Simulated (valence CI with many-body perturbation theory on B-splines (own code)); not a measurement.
Sn XX: calculated level list

Level of theory: configuration interaction combined with many-body perturbation theory (CI+MBPT): three valence electrons over a frozen Dirac-Fock core [Ar] 3d10, radial functions for each j: 11 s, 11 p, 9 d, 7 f, 5 g, 2 h, 1 i, with the one-electron correlation potential Σ1, the two-electron term Σ2, the three-electron term Σ3, Breit, model QED; selected CI, second order for the rest (own B-spline code, finite nucleus).

No measured levels were compared; by estimate levels hold to about 250 cm⁻¹ or 0.2 % of their energy and the worst to 1 %, as in measured heavy ions of charge 2 to 7; those with d or f electrons hold less well.

Levels 46 to 65 of 65, with energies above the lowest level, (4s^2 4p1/2) J=1/2. "Leading %" is the weight of the configuration and term that name the level; weights of strongly mixed levels are sums over their largest components and can fall short. In the jj column 3d3/2^4 stands for four electrons in 3d with j = 3/2. Lifetimes count E1, E2, E3, M1 and M2 decay at the calculated energies, and are blank where another channel may lead or the interval is too uncertain; long ones can be off by a factor of two.

| No. | Configuration | Term | J | E (eV) | Leading % | g | Second component | Lifetime | Leading jj |
| --- | --- | --- | --- | --- | --- | --- | --- | --- | --- |
| 46 | 4p2 4d | 2F | 7/2 | 180.05 | 38 | 1.108 | 26 % 4p2 4d 4F | 41.1 ps | 4p1/2 4p3/2 4d3/2 (79 %) |
| 47 | 4p2 4d | 2P | 3/2 | 180.16 | 38 | 1.028 | 30 % 4p2 4d 4D | 16.2 ps | 4p1/2 4p3/2 4d3/2 (88 %) |
| 48 | 4p2 4d | 4D | 1/2 | 180.50 | 84 | 0.119 | 14 % 4p2 4d 2P | 18.6 ps | 4p1/2 4p3/2 4d3/2 (97 %) |
| 49 | 4p2 4d | 4F | 7/2 | 181.23 | 44 | 1.293 | 37 % 4p2 4d 4D | 29.6 ps | 4p1/2 4p3/2 4d5/2 (96 %) |
| 50 | 4p2 4d | 4F | 9/2 | 182.98 | 52 | 1.227 | 44 % 4p2 4d 2G | 37.6 ps | 4p1/2 4p3/2 4d5/2 (91 %) |
| 51 | 4p2 4d | 4D | 3/2 | 184.20 | 42 | 1.219 | 40 % 4p2 4d 2P | 11.7 ps | 4p1/2 4p3/2 4d5/2 (79 %) |
| 52 | 4p2 4d | 4D | 5/2 | 184.24 | 42 | 1.230 | 18 % 4p2 4d 4F | 13.7 ps | 4p1/2 4p3/2 4d5/2 (73 %) |
| 53 | 4p2 4d | 2G | 7/2 | 186.63 | 52 | 1.028 | 17 % 4p2 4d 4F | 21.0 ps | 4p1/2 4p3/2 4d5/2 (53 %) |
| 54 | 4p2 4d | 4P | 5/2 | 187.95 | 49 | 1.399 | 38 % 4p2 4d 2D | 4.63 ps | 4p1/2 4p3/2 4d5/2 (59 %) |
| 55 | 4p2 4d | 4P | 3/2 | 188.46 | 45 | 1.360 | 24 % 4p2 4d 2P | 4.59 ps | 4p1/2 4p3/2 4d3/2 (74 %) |
| 56 | 4p2 4d | 4P | 1/2 | 188.71 | 40 | 1.765 | 30 % 4p2 4d 2P | 5.43 ps | 4p1/2 4p3/2 4d3/2 (71 %) |
| 57 | 4p2 4d | 2D | 5/2 | 191.32 | 42 | 1.074 | 31 % 4p2 4d 2F | 5.06 ps | 4p1/2 4p3/2 4d3/2 (37 %) |
| 58 | 4p2 4d | 4D | 7/2 | 192.01 | 49 | 1.283 | 34 % 4p2 4d 2F | 25.0 ps | 4p3/2^2 4d5/2 (92 %) |
| 59 | 4p2 4d | 2P | 1/2 | 192.48 | 71 | 0.980 | 17 % 4p2 4d 4P | 5.68 ps | 4p1/2 4p3/2 4d5/2 (32 %) |
| 60 | 4p2 4d | 2D | 3/2 | 192.77 | 78 | 0.862 | 7 % 4p2 4d 2P | 10.9 ps | 4p1/2 4p3/2 4d5/2 (68 %) |
| 61 | 4p2 4d | 2G | 9/2 | 192.81 | 45 | 1.215 | 45 % 4p2 4d 4F | 33.0 ps | 4p3/2^2 4d5/2 (87 %) |
| 62 | 4p2 4d | 2P | 1/2 | 195.06 | 55 | 1.146 | 18 % 4p2 4d 2S | 7.33 ps | 4p1/2 4p3/2 4d5/2 (48 %) |
| 63 | 4p2 4d | 2D | 3/2 | 195.60 | 46 | 1.168 | 33 % 4p2 4d 4P | 4.77 ps | 4p3/2^2 4d3/2 (85 %) |
| 64 | 4p2 4d | 2F | 5/2 | 196.22 | 28 | 1.200 | 25 % 4p2 4d 4P | 4.44 ps | 4p3/2^2 4d3/2 (60 %) |
| 65 | 4p2 4d | 2F | 7/2 | 198.31 | 64 | 1.123 | 19 % 4s 4p 4f 2F | 4.45 ps | 4p3/2^2 4d3/2 (56 %) |
